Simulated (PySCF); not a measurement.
Compound: C8H12.
Atom-mapped SMILES: `[CH3:1][C:2]1([CH3:3])[CH:4]=[CH:5][C@@H:6]2[CH2:7][C@H:8]12` (hydrogens: H9, H10, H11 on C1; H12, H13, H14 on C3; H15 on C4; H16 on C5; H17 on C6; H18, H19 on C7; H20 on C8)

Computed geometry: GFN2-xTB, gas phase.

Task: List the bond lengths, angles and torsions at this level.

Result: 
```json
{"bond": "C1–C2", "length (Å)": "1.530"}
{"bond": "C2–C3", "length (Å)": "1.533"}
{"bond": "C2–C4", "length (Å)": "1.511"}
{"bond": "C4=C5", "length (Å)": "1.326"}
{"bond": "C5–C6", "length (Å)": "1.480"}
{"bond": "C6–C7", "length (Å)": "1.506"}
{"bond": "C7–C8", "length (Å)": "1.497"}
{"bond": "C2–C8", "length (Å)": "1.527"}
{"bond": "C6–C8", "length (Å)": "1.508"}
{"bond": "C1–H9, C1–H10, C1–H11", "length (Å)": "1.088"}
{"bond": "C3–H12, C3–H13, C3–H14", "length (Å)": "1.088"}
{"bond": "C4–H15", "length (Å)": "1.076"}
{"bond": "C5–H16", "length (Å)": "1.077"}
{"bond": "C6–H17", "length (Å)": "1.080"}
{"bond": "C7–H18", "length (Å)": "1.080"}
{"bond": "C7–H19", "length (Å)": "1.079"}
{"bond": "C8–H20", "length (Å)": "1.080"}
```

Bonds in one row agree within 0.01 Å and their mean is given. A selection of angles:
```json
{"angle": "C1–C2–C3", "degrees": "109.5"}
{"angle": "C1–C2–C4", "degrees": "112.3"}
{"angle": "C1–C2–C8", "degrees": "112.9"}
{"angle": "C3–C2–C4", "degrees": "109.5"}
{"angle": "C3–C2–C8", "degrees": "110.1"}
{"angle": "C4–C2–C8", "degrees": "102.3"}
{"angle": "C2–C4–C5", "degrees": "112.9"}
{"angle": "C4–C5–C6", "degrees": "111.3"}
{"angle": "C5–C6–C7", "degrees": "113.8"}
{"angle": "C5–C6–C8", "degrees": "105.1"}
{"angle": "C7–C6–C8", "degrees": "59.5"}
{"angle": "C6–C7–C8", "degrees": "60.3"}
{"angle": "C2–C8–C7", "degrees": "118.2"}
{"angle": "C2–C8–C6", "degrees": "107.9"}
{"angle": "C6–C8–C7", "degrees": "60.2"}
```

Torsions: C1–C2–C4–C5 -127° (anticlinal); C2–C4–C5–C6 4° (synperiplanar); C4–C5–C6–C7 63° (synclinal); C5–C6–C7–C8 -94° (anticlinal); C6–C7–C8–C2 95° (anticlinal); C1–C2–C8–C7 61° (synclinal); C5–C6–C8–C7 109° (anticlinal).

The 5-membered ring C2–C4–C5–C6–C8 has internal angles of 102.3° to 112.9° (sum 540°, against 540° for a flat polygon); it is almost planar, 0.03 Å rms from its mean plane, widest ring torsion 6°. The 3-membered ring C6–C7–C8 has internal angles of 59.5° to 60.3°. Of the pairs four or more bonds apart, H9···H19 is among the closest relative to their van der Waals radii: 2.30 Å, 96 % of the sum of Bondi's values. The C–C distances run from 1.326 Å (C4=C5, drawn double) to 1.533 Å (C2–C3, drawn single), a spread of 0.207 Å.

Point group: C1 (no symmetry element, even within 0.4 Å). Whether it is a minimum is left open (no frequencies).
